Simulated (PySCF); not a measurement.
Ti(F)3(Cl)(NH3) (ClF3H3NTi), SMILES [Cl][Ti](<-[NH3])([F])([F])[F], multiplicity 1. Atoms are numbered in the order given.

```xyz
9

Ti     0.1672    -0.3384     0.0000
F     -0.3263    -1.1071     1.4957
F      1.8465    -0.8150     0.0000
F     -0.3263    -1.1071    -1.4957
Cl     0.4359     1.8820     0.0000
N     -2.0759     0.2427     0.0000
H     -2.3135     0.7995     0.8229
H     -2.6754    -0.5855     0.0000
H     -2.3135     0.7995    -0.8229
```
Charge 0, spin multiplicity 1.

Coordinates come from a B3LYP-D3(BJ)/def2-SVP optimisation. The multiplicity is an assumed one; other spin states were not compared.

Computed with PBE/pcSseg-1 (PySCF).

GIAO shieldings, no solvent; atoms listed in one row are averaged. δ = σ(ref) − σ: ¹⁹F against CFCl3 (σ = 133.6 ppm); ³⁵Cl against HCl (σ = 936.5 ppm); ¹⁵N against NH3 (σ = 267.0 ppm); ¹H against TMS (σ = 31.49 ppm), references at their B3LYP-D3(BJ)/def2-TZVP geometries, non-relativistic (without spin–orbit terms, shifts of atoms bonded to Cl or Br come out too high).

### Question
Estimate the chemical shifts. (An estimate is asked for; the answer gives what the named calculation found.)

### Answer

```tsv
nucleus	atoms	count	δ (ppm)
¹⁹F	F3	1	379.0
¹⁹F	F2, F4	2	362.7
³⁵Cl	Cl5	1	706.8
¹⁵N	N6	1	48.8
¹H	H7, H8, H9	3	1.85
```
